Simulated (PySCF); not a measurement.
# Low-lying terms of Br⁵⁺ (bromine, charge +5)

Ground state [Ar] 3d10 4s2, ¹S. Computed with PySCF 2.14 in aug-cc-pVTZ-PP with ECP10MDF (6s5p4d2f, 55 functions), with scalar relativity through the core potential. Vertical excitation energies in eV without spin-orbit coupling; excited terms of each kind are numbered among those the solver found. Frozen: 3s2 3p6.

| term | leading excitation | EOM-EE-CCSD |
| --- | --- | --- |
| 1 3P° | 4s → p | 13.147 |
| 1 1P° | 4s → p | 19.009 |
| 1 3D | 4s → d | 37.594 |
| 1 1D | 4s → d | 41.159 |
| 1 3S | 4s → s | 44.201 |
| 1 1S | 4s → s | 45.212 |
| 2 3P° | 4s → p | 50.275 |
| 2 1P° | 4s → p | 50.589 |
| 1 1F° | 4s → f | 54.098 |
| 1 3F° | 4s → f | 56.722 |
| 2 3D | 4s → d | 58.992 |
| 2 1D | 4s → d | 59.311 |

Doubly excited terms such as np² are absent. The solver can miss terms.
